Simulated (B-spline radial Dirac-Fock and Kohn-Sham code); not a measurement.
Kohn-Sham estimates against Dirac-Fock for the levels of Bi⁺

System: bismuth as Bi⁺, 1s2 2s2 2p6 3s2 3p6 3d10 4s2 4p6 4d10 4f14 5s2 5p6 5d10 6s1 6p3 (an excited configuration).

The density-functional columns are spherical, spin-unpolarised Dirac-Kohn-Sham results without Breit or QED terms: −ε is minus the orbital energy of the initial state and ΔSCF the difference of two total energies. The reference in the last column comes from Dirac-Fock (average of configuration) total-energy differences with a finite nucleus, the Breit interaction including its frequency dependence, and self-energy and vacuum-polarisation corrections. All numbers are from a radial finite-basis atomic code, in eV; a selection of levels is shown. The Kohn-Sham columns are given as differences from the reference. For the 1s level of heavy atoms much of the gap between ΔSCF and the reference is the Breit and QED part, -514.8 eV here; for other levels the error of the functional can be larger.

```csv
level,PBE −ε − DF,PBE ΔSCF − DF,Dirac-Fock
K (1s),-79.4,+577.2,90540.6
L1 (2s),-164.3,-42.2,16412.5
L2 (2p1/2),-111.5,+47.6,15730.4
L3 (2p3/2),-137.9,-7.5,13437.4
M1 (3s),-96.6,-60.3,4025.7
M2 (3p1/2),-77.6,-38.3,3720.7
M3 (3p3/2),-78.3,-43.5,3202.0
M4 (3d3/2),-55.9,-13.8,2708.0
M5 (3d5/2),-57.8,-17.4,2599.9
N1 (4s),-55.3,-38.6,964.6
N2 (4p1/2),-47.1,-30.5,831.7
N3 (4p3/2),-46.4,-30.9,703.0
N4 (4d3/2),-33.8,-18.4,486.8
N5 (4d5/2),-33.7,-18.6,462.8
N6 (4f5/2),-15.0,0.0,180.0
N7 (4f7/2),-15.2,-0.4,174.7
O3 (5p3/2),-15.2,-7.2,114.3
O4 (5d3/2),-6.3,+0.7,44.82
O5 (5d5/2),-6.3,+0.6,41.79
P1 (6s),-4.5,+0.3,27.57
"P2,3 (6p)",-2.6,+1.3,14.93
```

Values without a named source are computed, but for edge energies of neutral atoms, which are taken from tables.
